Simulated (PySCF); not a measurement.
**Bond length, frequency and bond energy of RbH by level of theory**

State: ¹Σ⁺ (singlet), closed shell. Set-up: basis Rb def2-TZVPP with ECP28, H def2-TZVPP; scalar-relativistic core potentials; PySCF 2.14. De refers to Rb + H in their ground configurations, without counterpoise correction. A positive dipole means Rb(−)H(+).

```tsv
Level	Re (Å)	ωe (cm⁻¹)	De (eV)	μ (D)	CPU s a point (SCF and correlation, without the integrals)
RHF	2.486	909	0.75	-9.66	0.071
RHF-MP2	2.397	963	1.37	n/a	0.11
RHF-SCS-MP2	2.407	955	1.52	n/a	n/a
RHF-CCSD	2.410	937	1.59	n/a	n/a
RHF-CCSD(T)	2.407	937	1.60	n/a	1.5
LDA	2.386	928	1.88	-7.13	0.37
PBE	2.421	895	1.64	-7.41	0.5
BP86	2.421	897	1.80	-7.64	0.33
TPSS	2.417	917	1.90	-7.90	0.81
r²SCAN	2.437	907	1.67	-8.44	0.75
PBE0	2.416	924	1.57	-8.20	0.88
HSE06	2.416	925	1.58	-8.13	0.61
MN15	2.420	925	1.74	-8.67	0.86
```

Problem. Which functional lies closest to RHF-CCSD(T) in De, which farthest, and by how much do they differ from it?

Solution. Closest is HSE06 (+0.9 pm in Re, -1.3 % in ωe, -0.02 eV in De against RHF-CCSD(T) in the same basis), farthest TPSS (+1.0 pm in Re, -2.1 % in ωe, +0.30 eV in De). CCSD(T) converges more slowly with the basis than the functionals do and binds too weakly in this one, so the order can change at the basis-set limit.

Problem. What does a quarter of exact exchange do here, going from PBE to PBE0?

Solution. PBE0 less PBE: -0.5 pm in Re, +3.2 % in ωe, -0.07 eV in De. Exact exchange removes part of the self-interaction that spreads semilocal densities, and in most molecules shortens and stiffens the bond and lowers De; so it does here.

Problem. What does the step from GGA to meta-GGA do here, going from PBE to r²SCAN?

Solution. r²SCAN less PBE: +1.6 pm in Re, +1.3 % in ωe, +0.03 eV in De. 

Measured (Huber and Herzberg, Constants of Diatomic Molecules (1979)): Re = 2.367 Å, ωe = 936.94 cm⁻¹.

Correlated steps freeze no core orbitals. Where the molecule has an RHF reference, its open-shell atoms are computed with UHF. The CCSD T1 diagnostic is raised, a sign that a single reference may not be enough here.

The whole job (state search and all levels along the bond) took about 1.5 min on 1 thread of Arm Neoverse V1 (shared host), peak memory 0.72 GiB.
